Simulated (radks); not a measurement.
Effect of the nuclear size on the cerium ion Ce2+, [Xe] 4f2. Calculated with a radial shooting solver on a logarithmic mesh with Libxc functionals: Dirac Kohn-Sham, relativistic LDA (MacDonald-Vosko exchange, VWN5 correlation), spin-unpolarised, spherical densities, finite nucleus; open shells are shared between the two j in proportion to 2j + 1; Fermi nuclear charge, rms radius 4.8771 fm. The rms radius is varied about that value; shifts are against it.

rms radius (fm),total energy shift (eV),density at nucleus (e/bohr^3),1s1/2 shift (meV),2s1/2 shift (meV),4p1/2 shift (meV),5s1/2 shift (meV),5p1/2 shift (meV),4f7/2 shift (meV),6s1/2 (empty) shift (meV)
3.9748,-3.49,3.946e+05,-1440,-177,0.388,-1.37,0.083,0.196,-0.244
4.5406,-1.37,3.838e+05,-566,-69.3,0.152,-0.537,0.032,0.077,-0.096
4.8771,0,3.782e+05,0.000,0.000,0.000,0.000,0.000,0.000,0.000
5.316,1.90,3.715e+05,786,96.2,-0.211,0.746,-0.045,-0.107,0.133
5.994,5.09,3.623e+05,2100,258,-0.564,2.00,-0.120,-0.286,0.356

Slopes of the eigenvalues against <r^2> in GHz/fm^2, as finite differences over the two radii next to the reference (eigenvalue slopes, not the field-shift constants of lines): 1s1/2 42800, 2s1/2 5240, 4p1/2 -11.5, 5s1/2 40.6, 5p1/2 -2.45, 4f7/2 -5.80, 6s1/2 (empty) 7.24.
